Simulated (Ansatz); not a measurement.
The cluster NbS2⁻, relaxed as a singlet with RKS B3LYP-D4/def2-TZVPD in Ansatz, starting from the GFN2-xTB geometry. Force threshold 0.02 eV/Å.

In the def2 sets Nb takes a core potential; there is no spin–orbit coupling. The structure comes from a short search, and lower isomers may exist.

Start:

```xyz
3

Nb    1.1427   -0.6075    0.6278
S    -0.0696    1.2249   -0.8411
S    -1.0731   -0.6174    0.2133
```

Estimate the energy that the relaxation releases and the steps that it takes.

352.9 kJ/mol, in 9 steps; 19 s on 4 threads of Arm Neoverse N1 on a shared host. No frequencies were taken in this run, so the end may be a saddle point.

Does the start keep its bonding and symmetry?

Bonds lost: S2–S3 (atoms count from 1). The end is the same structure that another start reached, the lowest one found. Point group Cs at the start, C2v at the end, both within 0.05 Å.

Predict the relaxed structure.


```xyz
3

Nb    0.6884   -0.2820    0.3215
S     0.5674    1.5095   -0.9124
S    -1.2558   -1.2275    0.5910
```
Bond lengths: 2 × Nb–S 2.18 Å.
